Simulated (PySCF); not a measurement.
Stretching BaH

Set-up: PySCF, spin-free X2C with a Gaussian nucleus, basis sets Ba x2c-TZVPall, H x2c-TZVPall. Energies in eV from Ba + H in their ground configurations at the same level. State: ²Σ⁺ (doublet), unpaired electrons σ ↑.

All columns are PBE0. A positive dipole means Ba(−)H(+).

```tsv
R (Å)	E (eV)	μ (D)	Mulliken charge on Ba (basis-dependent)	HOMO (eV)	LUMO (eV)	Mayer bond order	⟨S²⟩
1.902	-1.841	-2.40	0.33	-3.23	-1.42	0.90	0.75
1.991	-2.021	-2.69	0.34	-3.28	-1.47	0.89	0.75
2.079	-2.127	-2.98	0.34	-3.34	-1.52	0.89	0.75
2.146	-2.167	-3.20	0.34	-3.37	-1.56	0.89	0.75
2.212	-2.179	-3.43	0.34	-3.41	-1.60	0.88	0.75
2.278	-2.168	-3.65	0.34	-3.45	-1.65	0.88	0.75
2.367	-2.125	-3.95	0.35	-3.51	-1.70	0.88	0.75
2.477	-2.037	-4.33	0.35	-3.57	-1.78	0.88	0.75
2.610	-1.896	-4.79	0.35	-3.65	-1.86	0.87	0.75
2.787	-1.672	-5.39	0.35	-3.75	-1.98	0.87	0.75
```

A fit through these points gives, at Re = 2.212 Å, μ = -3.43 D and dμ/dR = -3.38 D/Å; the reduced mass is 1.001 u.

**Question.** How strong is the fundamental in the double-harmonic approximation, I = 42.26·(dμ/dR)²/μred km/mol?

**Answer.** I = 42.26·(-3.38)²/1.001 = 482 km/mol at PBE0.

Spin–orbit coupling is left out. The state was picked by a PBE0 search and need not be the measured ground state.
